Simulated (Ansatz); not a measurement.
Geometry optimisation, RKS PBE-D4/def2-SVP in Ansatz 0.2.0.

input.yaml

```yaml
crystal:
  periodic: [false, false, false]
  atoms:
    - { symbol: C, position_ang: [-0.6965, -1.0334, -1.3127] }
    - { symbol: Al, position_ang: [0.2882, -0.4943, 0.2999] }
    - { symbol: O, position_ang: [1.7121, 0.3465, 1.096] }
    - { symbol: C, position_ang: [0.6392, 1.0453, 1.4317] }
    - { symbol: F, position_ang: [0.5256, 2.2534, 0.7821] }
    - { symbol: H, position_ang: [-1.8091, -0.6923, -1.1847] }
    - { symbol: H, position_ang: [-0.307, -0.448, -2.1992] }
    - { symbol: H, position_ang: [-0.6305, -2.0654, -1.4982] }
    - { symbol: H, position_ang: [0.3664, 1.0419, 2.568] }
basis:
  gaussian: { orbitals: def2-SVP }
hamiltonian:
  xc: pbe
  dispersion: d4
relax:
  f_tol: 0.02
  max_steps: 50
```

Run as:

```bash
$ ansatz run input.yaml --threads 2 --pin off --max-ram 3072MiB --backend cpu --events-out ev --progress --plain --runs-dir out
```

Q: Where does it end, and by what steps?

A: The run converged. After 9 steps the energy has fallen by 0.950 eV; F5 moved furthest, 0.68 Å.

```csv
step,energy less start (eV),largest force component (eV/Å),accepted
0,0.0000,3.752,yes
1,-0.6439,1.654,yes
2,-0.8330,0.788,yes
3,-0.8866,0.699,yes
4,-0.9292,0.264,yes
5,-0.9438,0.238,yes
6,-0.9281,0.408,no
7,-0.9492,0.079,yes
8,-0.9496,0.024,yes
9,-0.9497,0.009,yes
```

```xyz
9
Properties=species:S:1:pos:R:3
C -0.744 -1.061 -1.383
Al -0.139 0.008 0.133
O 1.494 0.381 0.723
C 0.604 1.112 1.544
F 0.733 2.477 1.391
H -1.828 -0.945 -1.580
H -0.182 -0.775 -2.297
H -0.540 -2.133 -1.181
H 0.690 0.889 2.632
```

Time of the run: 15 s on 2 threads of Intel(R) Xeon(R) Platinum 8375C CPU @ 2.90GHz (Ice Lake) (shared host), peak memory 0.2 GiB.
